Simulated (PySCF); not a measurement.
## Al⁺ (aluminium, charge +1) across methods

[Ne] 3s2, closed-shell 1S. All numbers are calculated (PySCF 2.14, scalar relativity by spin-free X2C-1e, in ANO-RCC-VTZP (5s4p2d1f, 34 functions)).

```csv
method,E (hartree),mean ε 2s (eV),mean ε 2p (eV),mean ε 3s (eV),Σ⟨r²⟩ (bohr²),⟨S²⟩
UHF,-242.10962,-142.45,-95.799,-17.780,17.26,0.000
PBE,-242.4502,-116.27,-77.757,-14.799,16.82,0.000
MN15,-242.5705,-119.40,-82.988,-16.082,17.08,0.000
TPSSh,-242.5914,-120.28,-80.129,-15.233,16.93,0.000
r2SCAN,-242.5483,-119.94,-79.644,-14.948,16.99,0.000
wB97X,-242.5791,-124.54,-84.551,-18.025,16.82,0.000
PBE0,-242.4699,-123.12,-82.563,-15.756,16.86,0.000
LDA,-241.5259,-115.57,-77.807,-14.903,16.74,0.000
BHandHLYP,-242.5965,-129.72,-87.281,-16.615,16.87,0.000
```
